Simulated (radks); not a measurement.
Q: The mean radii <r> (bohr) of the occupied orbitals of an atom or ion are listed with their occupations. Calculated with a radial shooting solver on a logarithmic mesh with Libxc functionals: scalar-relativistic Kohn-Sham, LDA (Slater exchange, Perdew-Wang correlation), spin-polarised, spherical densities, finite nucleus; Fermi nuclear charge, rms radius of each element as measured or else 0.836 A^(1/3) + 0.57 fm.

orbital  occ.      <r>
1s up       1  0.03613
1s down     1  0.03613
2s up       1   0.1582
2s down     1   0.1582
2p up       3   0.1378
2p down     3   0.1378
3s up       1   0.4441
3s down     1   0.4441
3p up       3   0.4465
3p down     3   0.4464
3d up       5   0.4335
3d down     5   0.4332
4s up       1    1.161
4s down     1    1.154
4p up       3    1.307
4p down     3    1.297
5s up       1    3.583
4d up       4    2.185

Name the element and its charge. Open shells, if any, are filled with parallel spins first.

A: Z = 41, niobium, charge 0: Nb in [Kr] 4d4 5s1. The 1s radius gives Z: for a bare nucleus <r> = (2 gamma + 1)/(2Z) with gamma = sqrt(1 - (Z/c)^2), 0.03547 bohr for Z = 41, and screening makes it slightly larger (0.03613 here). The occupations add up to 41, and the charge is Z minus that.
